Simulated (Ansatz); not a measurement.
Born–Oppenheimer molecular dynamics of BF3H2 (6 atoms, charge 0, multiplicity 1). It starts at the highest image of a converged band, a first-order saddle point between two minima.

Theory: RKS PBE-D4/def2-SVP (Ansatz).

```json
{
  "ensemble": "NVE (velocity Verlet)",
  "time step": "0.5 fs",
  "steps asked": "200",
  "starting velocities drawn for": "100 K",
  "seed": "4092"
}
```

First frame:

```xyz
6
Properties=species:S:1:pos:R:3
B 0.010 -0.169 0.057
H 0.008 0.197 1.355
F 1.159 0.131 -0.554
F -1.158 0.074 -0.541
F 0.051 -1.729 0.557
H 0.035 -0.905 1.357
```

Problem. How far do the bonds stretch over the last three quarters of this one trajectory? (Pairs bonded in most of those frames.)

Solution. 
```csv
bond,mean (Å),spread (Å),shortest,longest
B1–F3,1.335,0.028,1.29,1.39
B1–F4,1.333,0.025,1.29,1.38
B1–F5,1.342,0.072,1.22,1.45
H2–H6,0.771,0.009,0.76,0.78
```

Mean temperature of the second half: 2509 K. The conserved energy stayed within 0.2 meV per atom of its start (net change -0.021 meV per atom), so the integration is sound. The kinetic energy rose, since the run started high on the potential surface and went downhill. It ends in pieces (BF3 + H2), so much of that is their flight and rotation, not heat. A run of 0.1 ps of so small a system gives no equilibrium averages. The orbitals stay closed-shell, which can raise the energy where a bond breaks towards radicals; this wasn't checked here.

Time of the run: 3 min on 1 thread of Arm Neoverse V2, with other jobs on the host, peak memory 0.1 GiB.
